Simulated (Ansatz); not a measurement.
CH3AlF2Se, SMILES `C[Se][Al]([F])[F]`, relaxed with RKS PBE0-D4/def2-TZVP in the Gaussian-basis code of Ansatz from a PBE-D4/def2-SVP geometry. The force threshold is 0.005 eV/Å; the program also tests the step.

Total charge 0; spin multiplicity 1.

Start:

```xyz
8

C    -1.070    0.846   -0.442
Se    0.074   -0.474   -1.401
Al    1.314   -1.070    0.430
F     2.536   -2.204    0.347
F     0.983   -0.348    1.905
H    -0.912    1.835   -0.907
H    -0.802    0.885    0.629
H    -2.122    0.530   -0.561
```

Q: How much energy does the relaxation release, and in how many steps? (An estimate is asked.)

A: The calculation gave: 4.99 kJ/mol, in 6 steps, 1 of them rejected.

Q: Which bonds change most? (Estimate.)

A: The calculation gave: Al3–F5 from 1.675 to 1.643 Å; Al3–F4 from 1.669 to 1.638 Å; C1–Se2 from 1.993 to 1.970 Å; C1–H7 from 1.104 to 1.087 Å.

Q: Give the relaxed structure. (An estimate is asked.)

A: The calculation gave: 
```xyz
8

C    -1.077    0.850   -0.447
Se    0.071   -0.468   -1.354
Al    1.321   -1.070    0.450
F     2.513   -2.186    0.325
F     1.034   -0.383    1.914
H    -0.909    1.816   -0.916
H    -0.845    0.904    0.614
H    -2.109    0.537   -0.586
```
